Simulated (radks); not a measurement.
Task: These are the eigenvalues of the occupied orbitals of an atom or ion with whole-number occupations (hartree). Calculated with a radial shooting solver on a logarithmic mesh with Libxc functionals: non-relativistic Kohn-Sham, TPSS, spin-polarised, spherical densities, point nucleus; meta-GGA in the generalised Kohn-Sham scheme.

orbital  eigenvalue
1s up     -3144.770
1s down   -3144.768
2s up     -664.5501
2s down   -663.8102
2p up     -647.3826
2p down   -646.8373
3s up     -262.3734
3s down   -261.7049
3p up     -255.2564
3p down   -254.4848
3d up     -243.5554

Which element is it, and in what charge state? The configuration may be excited. Open shells, if any, are filled with parallel spins first.

Result: Z = 83, bismuth, charge +62: Bi62+ in [Ar] 3d3. The list shows which subshells hold electrons but not how many an open one holds; the 1s level, -3144.8 hartree, gives Z - s = 79.3 by -(Z - s)^2/2, which with screening narrows Z to a few neighbours, and the depths of the outer levels then fix element, charge and occupations together.
